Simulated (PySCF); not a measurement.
SnF, SMILES [F][Sn+] (connectivity only; charge and spin as stated), charge +1, multiplicity 1.

Geometry optimised at B3LYP-D3(BJ)/def2-TZVP. The multiplicity is an assumed one; other spin states were not compared. The def2 effective core potentials stand for the cores of Sn; spin–orbit coupling is left out.

Vertical ionisation energy (IE) and electron affinity (EA) in eV. Rows of orbital energies are one-electron estimates. Where ΔSCF, EOM or ADC give a negative EA the extra electron is unbound and the value depends on the basis.

```tsv
level	IE	EA
−ε(HOMO), −ε(LUMO), PBE0/def2-TZVPD (PySCF)	?	?
−ε(HOMO), −ε(LUMO), ωB97X/def2-TZVPD (PySCF)	18.75	7.33
```

Task: What belongs in the gaps? (Estimate from the structure and the level; the computed values follow.)

Result: 
- −ε(HOMO), −ε(LUMO), PBE0/def2-TZVPD (PySCF), IE: 16.43
- −ε(HOMO), −ε(LUMO), PBE0/def2-TZVPD (PySCF), EA: 9.31
